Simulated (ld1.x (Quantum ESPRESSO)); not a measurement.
Results of a calculation; reference values are marked as such.
## Potentials for Be compared

Generated with ld1.x 7.5 (TM, RRKJ, ultrasoft, PAW), atompaw 4.2 or ONCVPSP 4.0.1. The cutoff is in Ry: for ld1.x and atompaw files where the sum of valence levels is converged to 10 mRy in a Bessel basis, for ONCV files where the hardest occupied wave has 1 mHa per electron of residual kinetic energy. The error is the largest all-electron minus pseudo excitation energy over each file’s own four to seven test configurations (ionisations up to +4, promotions, holes and added fractions of an electron), all of which were solved. The labels leave out finer settings (local radius, basis sizes, second energies), which also bear on the numbers. Spin-polarised tests are not counted. The rows are a selection from randomly drawn settings: files with unsolved tests, undetermined cutoffs or missed reference levels are left out.

| potential | cutoff (Ry) | largest error (meV) | bound ghosts |
| --- | --- | --- | --- |
| RRKJ, BLYP, non-relativistic, rc 1.80/4.20/3.55 (spd), local s, core correction no, reference 2s1.75 2p0 | 10 | -164 | none |
| TM, PBEsol, scalar-relativistic, rc 1.40/4.20/4.35 (spd), local smoothed, core correction yes, reference 2s1.5 2p0.5 | 10 | -123 | none |
| PAW, PBE, scalar-relativistic, rc 0.75/3.20 (sp), local smoothed, core correction no, reference 1s2 2s2 2p0 | 140 | -99 | none |

Q: Fill in the row for Be: RRKJ, PBE, non-relativistic, rc 2.10/2.45/2.40 (spd), local d, core correction no, reference 2s1 2p1.

A: cutoff 21 Ry, largest error +35 meV, bound ghosts: none.

Q: Fill in the row for Be: TM, LDA (PZ), non-relativistic, rc 1.90/4.20 (sp), local smoothed, core correction no, reference 2s2 2p0.

A: cutoff 10 Ry, largest error -148 meV, bound ghosts: none.

Q: Fill in the row for Be: TM, PBEsol, scalar-relativistic, rc 2.05/4.20 (sp), local s, core correction no, reference 2s1 2p1.

A: cutoff 8 Ry, largest error +75 meV, bound ghosts: none.
